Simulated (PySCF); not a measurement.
BiI2, multiplicity 2. Atoms are numbered in the order given.

```xyz
3

Bi     0.0000     0.0000    -0.9993
I      0.0000    -2.1659     0.7825
I      0.0000     2.1659     0.7825
```
Charge 0, spin multiplicity 2.

Coordinates come from a PBE0-D3(BJ)/def2-SVP optimisation. The multiplicity is an assumed one; other spin states were not compared. The isomer is the one that the SMILES or the coordinates give; other isomers of the formula were not compared. The def2 effective core potentials stand for the cores of Bi, I; spin–orbit coupling is left out.

The numbers are results of PBE0-D3(BJ)/def2-SVP (PySCF 2.14.0), not measurements.

Frequencies are harmonic and unscaled.

| mode | ν (cm⁻¹) | IR (km/mol) | moving atoms (share of kinetic energy) |
|---|---|---|---|
| 1 | 52 | 0.2 | I 80 %, Bi 20 % |
| 2 | 173 | 26.1 | I 58 %, Bi 42 % |
| 3 | 176 | 5.8 | I 65 %, Bi 35 % |
